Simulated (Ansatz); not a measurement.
Born–Oppenheimer molecular dynamics of ClGeH6P (9 atoms, charge 0, multiplicity 1). It starts at the highest image of a converged band. Of that band: The profile has 2 maxima (images 4, 7) with wells between them (image 6): this band takes more than one step, which may be the mechanism or a detour left from its start path. A structure lower than the first end lies on the path between it and the top, so the climb from that side starts below the end, which may itself be a saddle point or a shallow side well. Neighbouring images differ by up to 2.1 eV, so the band resolves the path poorly. A vibrational analysis at the climbing image gives one clearly imaginary mode, 748i cm⁻¹: a first-order saddle point.

Method: RKS r2SCAN-D4/def2-SVP in Ansatz 0.2.0.

| Property | Result |
| --- | --- |
| ensemble | NVE (velocity Verlet) |
| time step | 0.5 fs |
| steps asked | 200 |
| starting velocities drawn for | 300 K |
| seed | 2659 |

First frame:

```xyz
9
Properties=species:S:1:pos:R:3
Ge -0.265 -0.296 0.049
Cl 0.424 0.197 2.531
H 0.811 0.746 -0.263
H -1.234 -0.248 -1.163
H 0.162 -1.746 0.259
P -2.682 0.034 1.472
H -2.709 1.065 0.495
H -2.885 -1.084 0.620
H -1.209 0.021 2.076
```

How far do the bonds stretch over the last three quarters of this one trajectory? (Pairs bonded in most of those frames.)


```tsv
bond	mean (Å)	spread (Å)	shortest	longest
Ge1–H3	1.540	0.019	1.50	1.58
Ge1–H4	1.550	0.012	1.53	1.57
Ge1–H5	1.537	0.028	1.49	1.58
Ge1–P6	2.346	0.178	2.12	2.71
Cl2–H9	1.310	0.080	1.19	1.44
P6–H7	1.437	0.040	1.37	1.50
P6–H8	1.431	0.018	1.40	1.46
```

Pairs bonded in part of these frames only: Ge1–Cl2 17 %.

Mean temperature of the second half: 1656 K. The conserved energy stayed within 0.29 meV per atom of its start (net change -0.075 meV per atom), so the integration is sound. The kinetic energy rose, since the run started high on the potential surface and went downhill. It ends in pieces (ClH + GeH5P), so much of that is their flight and rotation, not heat. A run of 0.1 ps of so small a system gives no equilibrium averages. The orbitals stay closed-shell, which can raise the energy where a bond breaks towards radicals; this wasn't checked here.

Time of the run: 6.9 min on 4 threads of Intel(R) Xeon(R) Platinum 8259CL CPU @ 2.50GHz (Skylake/Cascade Lake) (shared host), peak memory 0.2 GiB.
